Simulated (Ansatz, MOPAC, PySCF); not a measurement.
Stepwise substitution at one centre (B OH-SH). Gas-phase values, no solvent. One relaxed conformer stands for each flexible species; it need not be the lowest. Strings in code marks are SMILES.

Quantity: redistribution energy (mixed species minus the weighted end members), in eV. Semi-empirical values (MOPAC) are differences of heats of formation.

Level 1: B3LYP/3-21G // PBE-D3(BJ)/def2-TZVP (PySCF)
Level 2: PBE/6-31G* // PBE-D3(BJ)/def2-TZVP (PySCF)
Level 3: HF/cc-pVTZ // PBE-D3(BJ)/def2-TZVP (Ansatz, an electronic-structure program)
Level 4: PM6 // PBE-D3(BJ)/def2-TZVP (MOPAC)

| species | level 2 | level 3 | level 4 |
|---|---|---|---|
| 2 of 3 OH replaced by SH: `OB(S)S` | -0.035 | 0.003 | -0.345 |
| 1 of 3 OH replaced by SH: `OB(O)S` | 0.041 | 0.067 | -0.279 |

**Question.** What does level 1 give for each?

**Answer.** 
- 2 of 3 OH replaced by SH: `OB(S)S`: -0.149
- 1 of 3 OH replaced by SH: `OB(O)S`: -0.051
